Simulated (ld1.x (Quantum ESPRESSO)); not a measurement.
# Which change was made? (F, TM)

- Element: fluorine
- Generator: ld1.x (Quantum ESPRESSO) 7.5
- Type: norm-conserving Troullier–Martins (Kleinman–Bylander form)
- Functional: BP86
- Relativity: non-relativistic
- Frozen core: [He]
- Valence charge: 7
- Reference configuration: 2s2 2p5
- Partial waves: 2s (bound): rc 0.85 bohr; 2p (bound): rc 0.80 bohr; 3d channel at -0.1 Ry: rc 0.85 bohr
- Local potential: all-electron potential smoothed inside 0.65 bohr (lloc = -1)
- Core correction: Bessel-smoothed model core, default radius (core density twice the valence density)

Cutoffs, loose and tight: the cutoffs (Ry, on a coarse ladder) from which the occupation-weighted sum of valence levels, in a spherical-Bessel basis at the reference potential, stays within 10 and 1 mRy of its value at 400 Ry. They do not see the model core or the augmentation charge, which bear on the density cutoff. Test errors are all-electron minus pseudo excitation energies from the reference, over the configurations 2s2 2p4; 2s2 2p3; 2s2 2p2; 2s1 2p6; 2s2 2p4.5; 2s1 2p5; 2s2 2p5.3; variants that change the core or the reference have their own tests.

The base gives: outcome: generated; cutoff, loose: 180 Ry; cutoff, tight: 300 Ry; bound ghosts: none; largest test error (meV): +88.

(1) After one change the result is: outcome: generated; cutoff, loose: 160 Ry; cutoff, tight: 300 Ry; bound ghosts: none; largest test error (meV): +127. Which change was it?
A. wave 2p (bound): rc 0.80 bohr becomes 2p (bound): rc 0.48 bohr
B. wave 2s (bound): rc 0.85 bohr becomes 2s (bound): rc 0.60 bohr
C. all radii but the core radius scaled by about 1.06 (s 0.90, p 0.84, d 0.90 bohr); local potential all-electron potential smoothed inside 0.68 bohr (lloc = -1)

Results:

(1) C. The others give: wave 2s (bound): rc 0.85 bohr becomes 2s (bound): rc 0.60 bohr → outcome: generated; cutoff, loose: 200 Ry; cutoff, tight: 300 Ry; bound ghosts: none; largest test error (meV): +63 | wave 2p (bound): rc 0.80 bohr becomes 2p (bound): rc 0.48 bohr → outcome: generated; cutoff, loose: over 300 Ry; cutoff, tight: over 300 Ry; bound ghosts: none; largest test error (meV): +29.
